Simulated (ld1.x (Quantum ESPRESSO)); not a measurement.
**krypton (Kr): one change to an ultrasoft potential, before and after**

ld1.x (Quantum ESPRESSO) 7.5 input, shortened:

```
&input
   title='Kr', zed=36., rel=1, dft='PZ', iswitch=3,
   config='[Ar] 3d10 4s2 4p5.75 4d-2'
 /
 &inputp
   pseudotype=3, tm=.true., lloc=-2, rcloc=1.15,
   nlcc=.false.,
   which_augfun='PSQ', rmatch_augfun_nc=.true.
 /
6
4S  1  0   2.00   0.00  1.25  1.40  0.0
4S  1  0   0.00  -0.45  1.25  1.40  0.0
4P  2  1   5.75   0.00  1.45  1.55  0.0
4P  2  1   0.00  -0.10  1.45  1.55  0.0
4D  3  2  -2.00   0.35  1.35  1.45  0.0
4D  3  2  -2.00   2.85  1.35  1.45  0.0
 &test
   configts(1)='4s2 4p5.75'
 /
```

All-electron outer shells of the reference configuration (LDA (PZ), scalar-relativistic, ld1.x):

```json
{"shell": "3d", "level (eV)": "-84.51", "outermost node (bohr)": "–", "outermost maximum (bohr)": "0.41"}
{"shell": "4s", "level (eV)": "-25.83", "outermost node (bohr)": "0.64", "outermost maximum (bohr)": "1.34"}
{"shell": "4p", "level (eV)": "-11.85", "outermost node (bohr)": "0.67", "outermost maximum (bohr)": "1.54"}
```

Change: local potential all-electron potential smoothed inside 1.20 bohr (lloc = -1).

Cutoffs: the cutoffs (Ry, on a coarse ladder) from which the occupation-weighted sum of valence levels, in a spherical-Bessel basis at the reference potential, stays within 10 and 1 mRy of its value at 400 Ry; they do not see the model core or the augmentation charge, which bear on the density cutoff. Errors are all-electron minus pseudo energies relative to the spin-unpolarised reference configuration.

Q: How do hardness, ghosts and transferability respond?

A: The potential gets neither clearly harder nor softer (21 Ry and 40 Ry → 21 Ry and 40 Ry); the errors of the 9 common tests hardly move; the range in which the d phases agree widens (upper end 2.4 → at the end of the scan); neither file shows a bound ghost.

| quantity | base | changed |
| --- | --- | --- |
| cutoff, loose | 21 Ry | 21 Ry |
| cutoff, tight | 40 Ry | 40 Ry |
| bound ghosts | none | none |
| error for 4s2 4p6, meV [ΔE -2.65 eV] | +0.6 | +0.6 |
| error for 4s2 4p5, meV [ΔE 11.78 eV] | -2.7 | -2.7 |
| error for 4s2 4p4, meV [ΔE 37.12 eV] | -8.7 | -8.7 |
| error for 4s2 4p5.5, meV [ΔE 3.28 eV] | -0.7 | -0.7 |
| error for 4s2 4p3, meV [ΔE 74.39 eV] | -15 | -15 |
| error for 4s2 4p2, meV [ΔE 124.47 eV] | -10 | -10 |
| error for 4s1 4p6, meV [ΔE 26.32 eV] | -1.0 | -1.0 |
| error for 4s2 4p5.75 (spin-polarised), meV [ΔE -0.01 eV] | +1.4 | +1.4 |
| error for 4s2 4p5 (spin-polarised), meV [ΔE 11.61 eV] | +24 | +24 |
| s: phases at 1.71 bohr within 0.05 rad from the reference energy up to (Ry; the scan ends near 5) | to the end of the scan | 4.9 |
| p: phases at 1.71 bohr within 0.05 rad from the reference energy up to (Ry; the scan ends near 5) | to the end of the scan | to the end of the scan |
| d: phases at 1.71 bohr within 0.05 rad from the reference energy up to (Ry; the scan ends near 5) | 2.4 | to the end of the scan |
| lowest overlap eigenvalue by channel | s 0.42, p 0.61, d 0.89 | s 0.38, p 0.57, d 0.89 |
